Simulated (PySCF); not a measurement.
A structure optimised at B3LYP-D3(BJ)/def2-SVP, used in a PySCF frequency run:

```
Si
N 1 1.7541
H 2 1.0169 1 120.47
H 2 1.0169 3 110.37 1 140.92
H 1 1.4978 2 106.75 3 -57.43
C 1 1.8971 5 107.08 2 -124.61
H 6 1.1025 1 110.75 5 -176.18
H 6 1.1026 7 108.24 1 123.37
H 6 1.1037 7 107.53 8 116.24
Si 1 2.3608 5 114.58 2 114.25
N 10 1.7378 1 101.45 5 -105.75
H 11 1.0163 10 121.48 1 177.95
H 11 1.0164 12 112.08 10 147.56
N 10 1.7394 11 107.86 12 -59.50
H 14 1.0145 10 120.19 11 149.29
H 14 1.0152 15 111.47 10 -150.62
H 10 1.5020 11 117.32 12 55.35
```
Charge 0, spin multiplicity 1.

### Question
Write its SMILES and formula.

### Answer
C[Si@H](N)[SiH](N)N, CH11N3Si2

### Question
What are its rotational constants (standard atomic weights)?

### Answer
2.7876, 1.6070, 1.1780 GHz
